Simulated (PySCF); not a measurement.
BeSb⁺: one state, many levels of theory

State: ³Σ⁻ (triplet), unpaired electrons π ↑↑. Set-up: basis Be x2c-SVPall, Sb x2c-SVPall; spin-free X2C with a Gaussian nucleus; PySCF 2.14. De refers to Be + Sb⁺ in their high-spin ground configurations, without counterpoise correction. The functionals are run spin-unrestricted. A positive dipole points towards Sb; it is taken about the centre of mass and depends on that origin.

```csv
Level,Re (Å),ωe (cm⁻¹),De (eV),μ (D),"CPU s a point (SCF and correlation, without the integrals)"
ROHF,2.420,408,1.96,-8.20,0.069
ROHF-MP2,2.405,450,2.34,n/a,0.13
ROHF-SCS-MP2,2.434,421,2.14,n/a,n/a
ROHF-CCSD,2.466,388,1.88,n/a,n/a
ROHF-CCSD(T),2.459,397,1.97,n/a,1.5
PBE,2.360,473,2.93,-6.58,0.68
PW91,2.357,475,2.97,-6.61,0.56
BP86,2.362,472,2.92,-6.75,0.54
r²SCAN,2.349,487,3.09,-7.22,1
PBE0,2.354,470,2.82,-7.08,1.1
B97-3,2.358,464,2.65,-7.12,0.62
ωB97X,2.342,483,2.73,-7.81,1.2
```

The bond length runs from 2.342 Å (ωB97X) to 2.466 Å (ROHF-CCSD). De spans 1.88 eV (ROHF-CCSD, coupled cluster) to 3.09 eV (r²SCAN, meta-GGA). Correlation at CCSD(T) changes the Hartree–Fock bond energy by +0.01 eV; the triples alone change it by +0.09 eV.

Correlated steps freeze 18 core orbitals. Correlated levels converge slowly with the basis: in double zeta they bind strong bonds too weakly, by up to about 1 eV, and carry superposition errors of some tenths. Spin–orbit coupling is left out, which matters for elements this heavy, above all for dissociation energies. For an ion De counts to the pair picked by the measured ionisation energies or electron affinities, which need not be the lowest pair at this level. The state is the lowest determinant that a PBE0 search found; another state may lie lower at other levels.

The whole job (state search and all levels along the bond) took about 2.1 min on 1 thread of Arm Neoverse V1 (shared host), peak memory 0.51 GiB.
